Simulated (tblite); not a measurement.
CH14ClNSi5.
Bonds: Si1–C2, C2–Si3, C2–Si4, Si4–N5, N5–Si6, N5–Si7, Si7–Cl8. Hydrogens: H9, H10, H11 on Si1; H12 on C2; H13, H14, H15 on Si3; H16, H17 on Si4; H18, H19, H20 on Si6; H21, H22 on Si7.

Structure optimised with GFN2-xTB, isolated species.

What internal coordinates does the optimisation give?

```json
{"bond": "Si1–C2, C2–Si3", "length (Å)": "1.902", "order": "single"}
{"bond": "C2–Si4", "length (Å)": "1.893", "order": "single"}
{"bond": "Si4–N5", "length (Å)": "1.752", "order": "single"}
{"bond": "N5–Si6", "length (Å)": "1.743", "order": "single"}
{"bond": "N5–Si7", "length (Å)": "1.727", "order": "single"}
{"bond": "Si7–Cl8", "length (Å)": "2.007", "order": "single"}
{"bond": "Si1–H9 and 5 like bonds", "length (Å)": "1.466", "order": "single"}
{"bond": "C2–H12", "length (Å)": "1.095", "order": "single"}
{"bond": "Si4–H16, Si4–H17", "length (Å)": "1.467", "order": "single"}
{"bond": "Si6–H18, Si6–H19, Si6–H20", "length (Å)": "1.463", "order": "single"}
{"bond": "Si7–H21, Si7–H22", "length (Å)": "1.457", "order": "single"}
```

Bonds in one row agree within 0.01 Å and their mean is given. Orders are formal, as drawn. A selection of angles:
```json
{"angle": "Si1–C2–Si3", "degrees": "113.3"}
{"angle": "Si1–C2–Si4", "degrees": "112.0"}
{"angle": "C2–Si4–N5", "degrees": "110.0"}
{"angle": "Si4–N5–Si6", "degrees": "121.7"}
{"angle": "Si4–N5–Si7", "degrees": "118.6"}
{"angle": "Si6–N5–Si7", "degrees": "119.5"}
{"angle": "N5–Si7–Cl8", "degrees": "109.9"}
```

Dihedral angles: Si1–C2–Si4–N5 -60° (synclinal); C2–Si4–N5–Si6 104° (anticlinal); Si4–N5–Si7–Cl8 95° (anticlinal). The mirror-image conformer, all signs reversed, is as good.

N5 (nitrogen bridging silicon atoms) is planar (angles 121.7°, 119.5° and 118.6°, sum 359.8°, 0.05 Å off the plane of its three neighbours). Si1 (SiH3 silicon) is tetrahedral (angles from 108.6° to 111.8°). Si7 (chlorine-bound silicon) is tetrahedral (angles from 107.6° to 112.9°). Of the pairs four or more bonds apart, Si1···Si6 is among the closest relative to their van der Waals radii: 4.15 Å, 99 % of the sum of Bondi's values. Si6 (SiH3 silicon) is tetrahedral (angles from 107.7° to 111.7°). The N–Si distances run from 1.727 Å (N5–Si7, drawn single) to 1.752 Å (Si4–N5, drawn single), a spread of 0.025 Å. Si4 (SiH2 silicon) is distorted tetrahedral (angles from 105.7° to 112.6°).

Point group: C1 (no symmetry element, even within 0.4 Å). GFN2-xTB frequencies show an imaginary mode (44i cm⁻¹), so the point is no minimum at that level. 3 starts were optimised and ended at 0.00, 0.37 and 0.39 kcal/mol (GFN2-xTB); the lowest of these is shown.

The numbers are calculated, not measured.
